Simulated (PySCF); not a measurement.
# Computed records: CH₃Al₂B

Calculation on a computer-drawn molecule: the log of a Hartree-Fock and frozen-core CCSD(T) single point meant for a local Hartree-Fock minimum, with one planted fault or none, to be diagnosed. Offsets are logged minus clean, where the clean run is the same molecule without the fault. The reference is restricted for singlets and unrestricted otherwise, and also for a bond in bohr or an excited solution. Adding or removing an electron swaps singlet and doublet. The excited solution moves the top pair (singlet) or top alpha electron (doublet) to the lowest empty orbital. Highest occupied and lowest empty are orbital energies over both spins, largest force is the largest gradient component, triples share is (T) over the correlation energy, the T1 limit is 0.02 restricted and 0.045 unrestricted, electrons count all cores, a negative frequency is imaginary (commonest isotopes), and the dipole is about the centre of nuclear charge. Program: PySCF 2.14.0.

```json
{"formula": "CH3Al2B", "logged_structure": {"atoms_angstrom": [["Al", -1.0172, 1.9846, 1.8094], ["C", -0.746, 0.934, 3.6241], ["B", 0.1854, -0.1885, 3.5539], ["Al", 1.6465, -1.8438, 3.1725], ["H", -1.3633, 1.3483, 4.505], ["H", 2.0841, -2.8776, 4.4129], ["H", 2.2895, -2.0295, 1.6374]]}, "given": {"meant_charge": 0, "meant_multiplicity": 1, "meant_basis": "cc-pV(D+d)Z", "logged_electrons": 40, "logged_basis_functions": 89, "logged_SCF_converged": "yes", "logged_spin_squared": 0.0, "logged_highest_occupied [eV]": -7.7695, "logged_lowest_empty [eV]": 0.41576, "logged_largest_force [hartree/bohr]": 0.035254, "logged_T1_diagnostic": 0.022971, "logged_D1_diagnostic": 0.072273, "logged_triples_share": 0.043944, "logged_CC_converged": "yes", "logged_dipole_magnitude [debye]": 0.78881, "logged_SCF_stable_within_its_kind": "yes", "logged_energy_HF [hartree]": -548.04426, "logged_energy_CCSD(T) [hartree]": -548.42966, "possible_faults": "no fault, one electron removed, one electron added, multiplicity raised by two, geometry at a saddle point, SCF held on an excited solution, minimal basis STO-3G, one bond length entered in bohr, all coordinates scaled", "drawn_bonds_atom": [1, 2, 3, 2, 4, 4], "drawn_bonds_other_atom": [2, 3, 4, 5, 6, 7], "drawn_bonds_order": [1, 2, 1, 1, 1, 1]}, "results": {"planted_fault": "all coordinates scaled, by +6.0 %", "HF_energy_offset_from_clean_run [kcal/mol]": 12.04, "CCSD(T)_energy_offset_from_clean_run [kcal/mol]": 8.224}, "notes": ["T1 above single-reference limit"]}
```
